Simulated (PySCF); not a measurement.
SMILES C[C](C)(C)[Mg][Cl], GFN2-xTB optimised geometry.

```
15

Mg     0.45    -1.80     0.00
Cl     2.64    -1.80     0.00
C     -0.61     0.01     0.00
C     -0.15     0.80     1.21
C     -0.23     0.76    -1.27
C     -2.12    -0.20     0.05
H     -0.58     1.80     1.21
H      0.94     0.91     1.21
H     -0.44     0.31     2.14
H      0.85     0.87    -1.34
H     -0.59     0.24    -2.16
H     -0.67     1.76    -1.27
H     -2.47    -0.77    -0.81
H     -2.41    -0.74     0.96
H     -2.64     0.76     0.06
```

Density from PBE0/def2-TZVP in PySCF at that geometry.

Minimum of the electron density along straight lines between bonded atoms, close to the bond critical point (lines longer than 1.1 times the sum of covalent radii, or with two minima, are not listed):

```
bond     length / Å  ρ at the minimum / e bohr⁻³  ∇²ρ there / e bohr⁻⁵  position (fraction from the first atom)
-------  ----------  ---------------------------  --------------------  ---------------------------------------
Mg1–Cl2       2.181                        0.054                   [?]                                     0.40
Mg1–C3        2.110                        0.056                  0.23                                     0.41
C3–C4         1.521                        0.247                 -0.60                                     0.50
C3–C5         1.521                        0.247                 -0.60                                     0.50
C3–C6         1.522                        0.247                 -0.61                                     0.49
C4–H7         1.095                        0.273                 -0.92                                     0.64
C4–H8         1.093                        0.276                 -0.94                                     0.64
C4–H9         1.093                        0.275                 -0.93                                     0.64
C5–H10        1.093                        0.276                 -0.94                                     0.64
C5–H11        1.093                        0.275                 -0.93                                     0.63
C5–H12        1.095                        0.273                 -0.92                                     0.64
C6–H13        1.090                        0.277                 -0.94                                     0.63
C6–H14        1.090                        0.277                 -0.94                                     0.63
C6–H15        1.096                        0.273                 -0.92                                     0.64
```

Q: Some entries are withheld; supply them.

A: 
- Mg1–Cl2, ∇²ρ there / e bohr⁻⁵: 0.32
